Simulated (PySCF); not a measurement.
Species: C₈H₈F₂O.
Atom-mapped SMILES: `[CH2:1]=[C:2]1[CH:3]=[C:4]([CH2:5][O:6][CH3:7])[C:8]([F:9])=[C:10]1[F:11]` (hydrogens: H12, H13 on C1; H14 on C3; H15, H16 on C5; H17, H18, H19 on C7)

Geometry (PBE0-D3(BJ)/def2-SVP, Å), atoms numbered from 1 in this order:
```
atom  x, y, z in Å
C1     3.4059   -0.3233   -0.7405
C2     2.2036    0.1596   -0.3914
C3     0.9317   -0.5632   -0.2529
C4    -0.0209    0.3262    0.1134
C5    -1.4604    0.0763    0.3800
O6    -1.7509   -1.2681    0.1836
C7    -3.0834   -1.5896    0.4314
C8     0.5994    1.6549    0.2235
F9    -0.0859    2.7356    0.5624
C10    1.9131    1.5607   -0.0704
F11    2.8257    2.5176   -0.0887
H12    4.2777    0.3323   -0.8062
H13    3.5417   -1.3829   -0.9683
H14    0.7856   -1.6285   -0.4160
H15   -2.0772    0.7259   -0.2802
H16   -1.7024    0.3955    1.4184
H17   -3.3758   -1.3696    1.4775
H18   -3.2084   -2.6663    0.2531
H19   -3.7748   -1.0394   -0.2374
```

Jobs on this species (19 atoms, 82 electrons) with PySCF (density fitting). Hardware of each: one thread of an x86-64 server (shared host). Other jobs ran on the host; a repeat could differ by tens of per cent or more.

```
                level and settings                                                             work  basis functions  SCF cycles  wall time
      PBE0/pcSseg-1, IEF-PCM water                               shieldings, ring-centre shieldings              227           ?          ?
 PBE0/pcSseg-1, IEF-PCM chloroform  shieldings, ring-centre shieldings, charges and field gradients              227          14       34 s
PBE0-D3(BJ)/def2-SVP, grid level 1                      geometry optimisation from a GFN2-xTB start              194          71    2.2 min
```

Problem. Fill in the missing figures.

Solution. 
- PBE0/pcSseg-1, IEF-PCM water; shieldings, ring-centre shieldings: 33 s, 14 SCF cycles

Problem. What do all jobs in the table cost together?

Solution. About 3.3 min; the longest takes about 66 % of that, and about 4 times as long as the shortest.
